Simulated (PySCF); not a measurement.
A geometry optimisation, step by step.

Compound: RhH₂ (doublet state).
Numbering: `[RhH2:1]` (hydrogens: H2, H3 on Rh1)

Computed by this run: PySCF, PBE0-D3(BJ)/def2-SVP geometry optimisation, gas phase, def2 core potentials past Kr; unrestricted, density fitting, grid level 1; the optimiser is geomeTRIC in internal coordinates, started from a GFN2-xTB structure with every atom displaced at random (about 0.01 Å). The frame can shift and turn from step to step; on so coarse a grid that alone can change the energy by a few meV, and forces under 0.02 eV/Å are noise.

Step 0: E = -3038.4040 eV, largest atomic force 2.172 eV/Å
```
atom  x, y, z in Å  |  force x, y, z in eV/Å
Rh1     0.005    0.710    0.003   -0.736   2.043   0.025
H2     -0.988   -0.399   -0.012   -0.446  -0.636  -0.008
H3      0.989   -0.346   -0.010    1.182  -1.408  -0.017
```

Step 1: E = -3038.4888 eV, largest atomic force 0.323 eV/Å
```
atom  x, y, z in Å  |  force x, y, z in eV/Å
Rh1    -0.002    0.754   -0.022    0.136  -0.293  -0.007
H2     -0.996   -0.407   -0.044    0.047   0.069   0.001
H3      1.013   -0.406   -0.049   -0.183   0.224   0.005
```

Step 2: E = -3038.4915 eV, largest atomic force 0.030 eV/Å
```
atom  x, y, z in Å  |  force x, y, z in eV/Å
Rh1     0.002    0.748   -0.022    0.027  -0.014   0.000
H2     -0.993   -0.406   -0.044   -0.011  -0.008   0.000
H3      1.006   -0.401   -0.049   -0.016   0.022   0.001
```

Step 3: E = -3038.4915 eV, largest atomic force under 0.02 eV/Å
```
atom  x, y, z in Å  |  force x, y, z in eV/Å
Rh1     0.003    0.748   -0.022   -0.002   0.000   0.000
H2     -0.994   -0.406   -0.044    0.000   0.001   0.000
H3      1.006   -0.400   -0.049    0.002  -0.001   0.000
```

**Question.** Summarise the path.

**Answer.** The energy falls by 0.0875 eV from step 0 to step 3; nine tenths of that is first reached at step 1. It falls at every step. The largest force goes from 2.172 to under 0.02 eV/Å. Among the bonds Rh1–H3 changes most, from 1.442 to 1.525 Å; the atoms move by 0.037 Å rms after alignment.

**Question.** Follow the energy, the force and the coordinates that change most from start to end.

**Answer.** 
```csv
step,E above end (eV),largest force (eV/Å),Rh1–H3 (Å),Rh1–H2 (Å),H2–Rh1–H3 (°)
0,0.0875,2.172,1.442,1.488,84.8
1,0.0027,0.323,1.541,1.529,81.7
2,0.0000,0.030,1.526,1.524,81.9
3,0.0000,under 0.02,1.525,1.525,82.0
```

What follows is the cost of the whole optimisation. On Arm Neoverse V2, one thread, shared host, this took 3.0 s and 0.25 GiB of memory at its peak.

Caution for open-shell metal species: one SCF solution and one stationary point were followed, and a lower state or a bent or distorted shape isn't ruled out.
